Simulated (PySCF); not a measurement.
## Finite-field polarisability of Cl (chlorine, neutral)

[Ne] 3s2 3p5, 2P determinant. Computed with PySCF 2.14 in dyall-acv3z (19s12p6d4f, 113 functions), with the spin-free X2C one-electron Hamiltonian (Gaussian nucleus). Frozen: [Ne]. Energy changes in a uniform field (μhartree):

```csv
axis,F (au),HF,MP2,CCSD,CCSD(T)
x,0.0039,-97.841,-100.070,-99.669,-100.193
x,0.0078,-391.423,-400.354,-398.753,-400.852
y,0.0037,-99.540,-102.743,-102.229,-103.004
y,0.0074,-398.303,-411.141,-409.085,-412.190
```

By symmetry the remaining axis equals y.

Task: Derive α along x at CCSD(T) from the two fields.

Result: With ΔE = −αF²/2 − γF⁴/24, α = −(16 ΔE(F) − ΔE(2F))/(6F²) = 13.17 bohr³.

Task: And the mean polarisability at each level?

Result: The components xx, yy, zz at CCSD(T) are 13.17, 15.05, 15.05, the third axis being equal by symmetry to one of the two computed. Means: HF 13.98, MP2 14.39, CCSD 14.32, CCSD(T) 14.42 bohr³. Reference: 14.6 ± 0.1 bohr³ (recommended; Schwerdtfeger and Nagle, table of static dipole polarizabilities (2023 update)).
